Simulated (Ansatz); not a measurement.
A nudged elastic band was laid between two geometries of CH4O + H4Sn (11 atoms, charge 0, multiplicity 1).

Level of theory: Ansatz, RKS PBE0-D4/def2-SVP.

```
movable images  : 9
climbing image  : yes
spring          : 5.0 eV/Å²
optimiser       : quadratic models (default)
start path      : through a guess of the saddle point
force threshold : 0.05 eV/Å
iteration limit : 60
end points      : relaxed
```

Initial state:

```xyz
11
Properties=species:S:1:pos:R:3
Sn 0.391 0.071 -0.121
H 0.360 -0.238 1.565
H 2.036 -0.049 -0.624
H -0.156 1.648 -0.476
H -0.490 -1.124 -0.970
O -2.487 0.157 0.881
C -3.344 -0.836 0.384
H -2.938 -1.858 0.505
H -4.346 -0.801 0.850
H -3.470 -0.657 -0.693
H -2.354 0.008 1.823
```

Final state:

```xyz
11
Properties=species:S:1:pos:R:3
Sn -0.182 -0.118 -0.882
H -1.466 0.091 3.550
H 1.286 0.010 -0.027
H -0.649 1.341 -1.654
H -0.217 -1.441 -1.974
O -1.517 -0.494 0.554
C -2.860 -0.705 0.241
H -3.024 -1.602 -0.390
H -3.419 -0.861 1.181
H -3.331 0.155 -0.277
H -1.417 -0.055 2.801
```

(1) What changes between the two ends?

(2) Give the energies along the band, and the barrier.

(3) What is the geometry of the highest image?

The band took 59 iterations and about 40 core-minutes.

Results:

(1) Bonds broken: Sn1–H2, O6–H11. Bonds formed: Sn1–O6, H2–H11. CH4O + H4Sn becomes CH6OSn + H2.

(2) It converged. The highest image is number 4 of 0 to 10, 1.51 eV above the first end and 1.15 eV above the last; the last end lies 0.35 eV above the first. The profile has 2 maxima (images 2, 4) with wells between them (image 3): this band takes more than one step, which may be the mechanism or a detour left from its start path. Neighbouring images differ by up to 1.4 eV, so the band resolves the path poorly. A vibrational analysis at the climbing image gives one clearly imaginary mode, 1270i cm⁻¹: a first-order saddle point. The orbitals stay closed-shell, which can raise the energy where a bond breaks towards radicals; this wasn't checked here.

| image | path coordinate (Å) | energy (eV) | Sn1–H2 (Å) | O6–H11 (Å) | Sn1–O6 (Å) |
| --- | --- | --- | --- | --- | --- |
| 0 | 0.00 | 0.00 | 1.71 | 0.96 | 3.05 |
| 1 | 1.83 | 0.00 | 1.71 | 0.96 | 3.01 |
| 2 | 3.66 | 0.11 | 1.71 | 0.96 | 3.42 |
| 3 | 5.49 | 0.09 | 1.72 | 0.96 | 3.11 |
| 4 | 7.31 | 1.51 | 2.13 | 1.20 | 2.18 |
| 5 | 8.22 | 0.58 | 2.75 | 1.87 | 2.02 |
| 6 | 9.12 | 0.37 | 3.57 | 2.34 | 2.00 |
| 7 | 10.03 | 0.36 | 4.09 | 2.35 | 2.00 |
| 8 | 10.94 | 0.36 | 4.43 | 2.32 | 2.00 |
| 9 | 11.84 | 0.35 | 4.65 | 2.29 | 2.00 |
| 10 | 12.75 | 0.35 | 4.62 | 2.29 | 2.00 |

(3) 
```xyz
11
Properties=species:S:1:pos:R:3
Sn -0.081 -0.020 -0.240
H -0.198 -1.009 1.641
H 1.062 1.075 0.405
H -0.944 0.765 -1.517
H 0.550 -1.484 -0.871
O -1.963 -0.089 0.863
C -3.239 -0.473 0.421
H -3.302 -1.559 0.221
H -3.995 -0.213 1.180
H -3.493 0.063 -0.508
H -1.195 -0.735 1.528
```

Run time: 20 min on 2 threads of Arm Neoverse V2 (shared host), peak memory 0.21 GiB.
